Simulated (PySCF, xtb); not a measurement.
CF₃, SMILES F[C](F)F, multiplicity 2.

Harmonic wavenumbers (cm⁻¹) from xtb with GFN2-xTB at its own minimum, in rising order: 436, 436, 532, 1014, 1207, 1207.

Problem. What does PBE-D3(BJ)/def2-TZVP (PySCF) give at its own minimum? (An estimate is asked for; the answer gives what the named calculation found.)

Solution. 485, 485, 675, 1038, 1189, 1189. Paired by order, the mean absolute difference is 50 cm⁻¹ and the zero-point energies are 6.9 and 7.2 kcal/mol.
